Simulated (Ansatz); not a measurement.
```yaml
crystal:
  periodic: [false, false, false]
  atoms:
    - {symbol: F, position_ang: [1.564704, -0.877726, 0.484557]}
    - {symbol: C, position_ang: [0.327997, -0.498129, 0.704389]}
    - {symbol: F, position_ang: [-0.464186, -1.512673, 0.959362]}
    - {symbol: C, position_ang: [-0.216727, 0.480141, -0.314955]}
    - {symbol: F, position_ang: [0.596082, 1.524248, -0.412861]}
    - {symbol: F, position_ang: [-1.420548, 0.893610, 0.059574]}
    - {symbol: D, position_ang: [-0.326022, -0.077472, -1.525766]}
basis:
  gaussian: {orbitals: def2-SVP}
magnetization: {spin_polarized: true, initial_magnetization: 1}
hamiltonian: {xc: {name: BHLYP}, dispersion: d3bjatm}
scf: {lower_state_search: off}
```

```sh
$ ansatz run in.yaml --threads 2 --pin off --events-out ev --progress --plain --max-ram 32768MiB --backend cpu
```

It prints (some lines left out):

```
Error: YAML parse error: error: line 10 column 16: `D` is not an element symbol (H … Og, case-exact)
 8 |     - {symbol: F, position_ang: [0.596082, 1.524248, -0.412861]}
 9 |     - {symbol: F, position_ang: [-1.420548, 0.893610, 0.059574]}
10 |     - {symbol: D, position_ang: [-0.326022, -0.077472, -1.525766]}
11 | basis:
12 |   gaussian: {orbitals: def2-SVP}
```

(1) What is wrong with this run?

## Answers

(1) An element symbol is wrong. The program refused the input.
